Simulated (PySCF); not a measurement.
arsine (AsH₃), SMILES [AsH3]. Coordinates come from a PBE-D3(BJ)/def2-TZVPD optimisation.

TDA-PBE0/def2-TZVPD (PySCF) puts the lowest singlet excitations at 6.81, 7.19, 7.19, 8.88, 9.09, 9.09 eV.

### Question
What are the lowest excitation roots from ADC(2)/aug-cc-pVDZ in PySCF? (Estimate from the structure and the level; the computed values follow.)

### Answer
6.72, 7.25, 7.25, 8.29, 8.29, 8.61 eV. S1 differs by -0.09 eV (second minus first; roots are paired by order, and the bases may differ).
